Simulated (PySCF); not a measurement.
## Computed properties of F2HOS, SMILES FS(F)=[OH+], charge +1

F₂HOS, SMILES [OH+]=S(F)F, charge +1. Geometry: B3LYP-D3(BJ)/def2-SVP. The isomer is the one that the SMILES or the coordinates give; other isomers of the formula were not compared. Other conformers were not sampled. All values are computed for the isolated molecule unless a solvent is named; none is compared with measurement here.

**Structure.** The optimised structure has Cs symmetry. All 9 harmonic modes at B3LYP-D3(BJ)/def2-SVP (PySCF) are real, so it is a minimum. With heavy atoms numbered as in [OH+:1]=[S:2]([F:3])[F:4], the shortest bond between them is O1–S2 at 1.541 Å and the longest S2–F4 at 1.565 Å.

**Vibrations.** The strongest infrared lines (harmonic, unscaled, degenerate partners summed) lie at 3538 cm⁻¹ (408 km/mol, H 94 %), 947 cm⁻¹ (317 km/mol, S 34 %, O 25 %, F 24 %, H 16 %), 903 cm⁻¹ (182 km/mol, F 58 %, S 41 %). The softest mode is at 308 cm⁻¹ and the zero-point energy is 12.9 kcal/mol.

**Electronic structure.** B3LYP/def2-TZVPD (PySCF) places the frontier levels at -18.20 and -8.92 eV, a gap of 9.28 eV and a mean polarisability of 24.2 bohr³. PBE/def2-TZVPD (PySCF) at the same geometry gives -16.74 and -9.68 eV, so its gap is 2.22 eV narrower. An orbital gap is neither the optical nor the fundamental gap.

**Excitations.** TDA-M06-2X/def2-SVPD (PySCF) has S1 at 8.66 eV (143 nm, f = 0.064, bright); the most intense of the 10 singlets computed lies at 9.41 eV (f = 0.10). T1 (TDA) is at 6.76 eV, 1.90 eV under S1. TDA-PBE/def2-SVPD (PySCF) puts S1 at 7.80 eV. No vertical singlet excitation falls in the visible range (under 3.1 eV).

**NMR.** GIAO shifts at PBE0/pcSseg-2 (PySCF) (non-relativistic, atoms alike by connectivity averaged): ¹H at 9.3 ppm against TMS; ¹⁹F at 64.6 ppm against CFCl3.

**Solvation.** SMD-M06-2X/def2-SVP (PySCF) gives -67.7 kcal/mol in water, -66.4 kcal/mol in 2-propanol, -62.9 kcal/mol in dimethylsulfoxide (1 M in both phases, gas-phase geometry); of these solvents water holds the molecule best.
